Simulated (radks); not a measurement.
Results of a calculation; reference values are marked as such.
Pm LV, 7 electrons, occupied as [He] 2s2 2p3 (the NIST ground configuration). Code: a radial shooting solver on a logarithmic mesh with Libxc functionals. Model: scalar-relativistic Kohn-Sham, r2SCAN, spin-polarised, spherical densities, finite nucleus; open shells are filled with parallel spins first (spin-orbit coupling, left out, can overturn this in heavy ions); meta-GGA in the generalised Kohn-Sham scheme; Fermi nuclear charge, rms radius 4.962 fm. Some entries of the table are withheld. Estimate them.

orbital  occ.  eigenvalue (eV)  r(max) (bohr)  <r^2> (bohr^2)
1s up       1        -50078.64        0.01478       0.0007284
1s down     1        -50016.99        0.01477       0.0007261
2s up       1              (1)        0.08198             (2)
2s down     1              (3)        0.08220             (4)
2p up       3        -11056.91        0.06565             (5)
2p down     0        -10938.66        0.06594             (6)

Answer. 
(1) 2s up eigenvalue (eV): -11739.25
(2) 2s up <r^2> (bohr^2): 0.01069
(3) 2s down eigenvalue (eV): -11645.16
(4) 2s down <r^2> (bohr^2): 0.01078
(5) 2p up <r^2> (bohr^2): 0.008387
(6) 2p down <r^2> (bohr^2): 0.008481
